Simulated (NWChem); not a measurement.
System: AlO, doublet; SMILES [Al]=[O]

Input file for NWChem:

```
start job
memory heap 200 mb stack 900 mb global 1100 mb
geometry units angstroms noautoz
  Al     0.000000     0.000000    -0.629348
  O      0.000000     0.000000     1.003180
end
basis spherical
  Al library cc-pvtz
  O library cc-pvtz
end
dft
  odft
  mult 2
  xc xtpss03 ctpss03
  iterations 150
  mulliken
end
task dft energy
```

Structure relaxed at the PBE0/def2-SVP, spin-unrestricted level. No stability test was run on the SCF state.

### Question
What results follow from this input? (TPSS/cc-pVTZ, spin-unrestricted.) Quantities: basis functions; energy (Ha); highest occupied level (eV); lowest empty minus highest occupied level, either spin (eV); dipole (D); <S²>.

### Answer
```json
{
 "number_of_basis_functions": "64",
 "energy (Ha)": "-317.68",
 "highest occupied level (eV)": "-6.51",
 "lowest empty minus highest occupied level, either spin (eV)": "1.43",
 "dipole (D)": "3.94",
 "<S²>": "0.757"
}
```
